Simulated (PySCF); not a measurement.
Compounds:

A. SMILES C#Cc1ccc(C)c(C(=O)Cl)c1
B. SMILES C=C[P@@](C)(=O)c1ccco1
C. SMILES CC(C)/C=C/[SiH2][SiH3]

Spectrum 1. 1H NMR (400 MHz, computed): δ 9.04 (s, 1H), 7.99 (d, 1H), 7.55 (d, 1H), 2.89 (s, 1H), 2.81 (s, 3H). 13C{1H} NMR (computed): δ 176.7 (C), 152.2 (C), 148.6 (CH), 146.0 (CH), 136.7 (CH), 133.9 (C), 125.3 (C), 88.8 (CH), 87.4 (C), 27.1 (CH3).

Spectrum 2. 1H NMR (400 MHz, computed): δ 6.34 (m, 1H), 5.78 (m, 1H), 4.28 (m, 2H), 3.39 (t, 3H), 2.20 (m, 1H), 1.05 (d, 6H). 13C{1H} NMR (computed): δ 168.7 (CH), 123.1 (CH), 43.7 (CH), 24.9 (CH3).

Spectrum 3. 1H NMR (400 MHz, computed): δ 7.69 (m, 1H), 7.48 (m, 1H), 6.84 (m, 1H), 6.75 (m, 1H), 6.56 (m, 1H), 6.51 (m, 1H), 1.56 (m, 3H). 13C{1H} NMR (computed): δ 156.5 (C), 151.6 (CH), 142.2 (CH), 140.8 (CH2), 127.5 (CH), 118.0 (CH), 21.5 (CH3).

Method: structure optimised with GFN2-xTB, PBE0/pcSseg-1 with gauge-including orbitals, in PySCF (no solvent model, equivalent nuclei averaged, one computed conformer, non-relativistic).

References, each an isolated molecule treated in the same way: TMS for 1H and 13C. Splittings of carbon signals by F and P are missing where no couplings were computed. Where no couplings were computed, multiplicities follow the n + 1 count of equivalent neighbours, and m marks all less simple cases (inequivalent or close neighbours, rings, F or P nearby). Shifts are as computed. Against solution values, carbons near 30 ppm lie about +3 ppm off and those near 130 ppm about +5 ppm; carbons on Cl a further +6 ppm. Of 1211 compounds with measured shifts, 218 miss one by over three times the rms of a fit or turn the order of signals round; such compounds aren't used in these exercises. Carbons bonded to Cl come out too deshielded.

Question: Match each spectrum to its structure.

Answer: 1–A, 2–C, 3–B.

- Spectrum 1 (A): 10 13C signals; δC 136.7 is an aromatic CH; δC 88.8 is a terminal alkyne carbon.
- Spectrum 2 (C): 4 13C signals; δC 123.1 is an alkene CH; δC 43.7 is an allylic sp3 CH.
- Spectrum 3 (B): 7 13C signals; δC 142.2 is an alkene CH; δC 140.8 is a terminal =CH2 carbon.
